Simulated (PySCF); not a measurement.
Species: C8H12N2.
Bonds: C1–C2 (double), C2–C3, C3–C4 (aromatic), C4–N5 (aromatic), N5–N6 (aromatic), N6–C7, C7–C8, C7–C9, N6–C10 (aromatic), C3–C10 (aromatic). Hydrogens: H11, H12 on C1; H13 on C2; H14 on C4; H15 on C7; H16, H17, H18 on C8; H19, H20, H21 on C9; H22 on C10.

Definitions: NICS(0) = −σiso at the ring centroid; NICS(1) = −σiso and NICS(1)zz = −σzz at ±1 Å along the ring normal z. Level: GIAO PBE0/pcSseg-1 (PySCF, non-relativistic, gas phase) on the GFN2-xTB geometry, one conformer.

Ring bond lengths (Å), with Mayer bond orders in brackets: C3–C4 1.411 (1.33), C4–N5 1.316 (1.53), N5–N6 1.331 (1.20), N6–C10 1.344 (1.14), C10–C3 1.387 (1.37).

**Question.** Give the NICS values of each ring in ppm.

**Answer.** 
```tsv
ring	type	NICS(0)	NICS(1), two faces	NICS(1)zz, two faces	rms pucker (Å)	centre to ring atoms, mean (Å)
C3–C4–N5–N6–C10	5-membered ring with 2 N; formal bonds all aromatic	-12.1	-11.1 / -11.1	-27.6 / -27.6	0.00	1.15
```

**Question.** What can be read from them?

**Answer.** 
- C3–C4–N5–N6–C10: mean NICS(1)zz -27.6 ppm, shielded, aromatic by this magnetic criterion (flat ring, no four-coordinate atom).

**Question.** What does the geometric index give? HOMA takes Krygowski's 1993 parameters.

**Answer.** 
- C3–C4–N5–N6–C10: HOMA 0.95; the largest term is that of C3–C4, α(R − Ropt)² = 0.13. The geometric and the magnetic index point the same way.

**Question.** Give the inner angles of the rings and the Hirshfeld charges of the ring atoms.

**Answer.** 
- C3–C4–N5–N6–C10: C3 103.4° (-0.053 e), C4 111.4° (-0.030 e), N5 106.1° (-0.133 e), N6 111.8° (+0.053 e), C10 107.3° (-0.019 e); sum 540.0° against 540° for a flat convex ring.

**Question.** What are the shieldings of the ring atoms and their hydrogens in the same run (means over atoms taken as equivalent)?

**Answer.** 
| atoms | environment | σ isotropic (ppm) | principal values of the symmetric part, first atom (ppm) |
| --- | --- | --- | --- |
| C3 | substituted aromatic carbon | 60.6 | 8.7, 30.2, 142.9 |
| C4 | aromatic CH next to a ring nitrogen | 42.5 | -42.0, 44.8, 124.7 |
| N5 | pyridine-type nitrogen | -67.4 | -300.3, -88.0, 186.0 |
| N6 | pyrrole-type nitrogen | 15.7 | -88.0, 14.3, 120.8 |
| C10 | aromatic CH next to a ring nitrogen | 59.0 | -10.7, 57.4, 130.3 |
| H14 | aromatic hydrogen | 24.21 | 21.8, 24.6, 26.2 |
| H22 | aromatic hydrogen | 24.06 | 20.9, 22.9, 28.4 |

Conformer computed: `[CH2:1]=[CH:2][c:3]1[cH:4][n:5][n:6]([CH:7]([CH3:8])[CH3:9])[cH:10]1`: C1–C2–C3–C4 180°, N5–N6–C7–C8 61°.
